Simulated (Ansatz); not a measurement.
Q: Name a neutral molecule of Al, C, N, O and H with HOMO–LUMO gap (ωB97M-V/def2-TZVPP) between 8.85 and 9.15 eV and HOMO–LUMO gap (PBE/def2-TZVPP) between 2.05 and 2.35 eV (Ansatz, PBE0-D4/def2-TZVP geometry).

A: `[CH3][Al]([NH2])[CH]=O` (9.00 eV, 2.16 eV). Other molecules can fit too; these were computed, each in one conformer that needn't be the lowest.
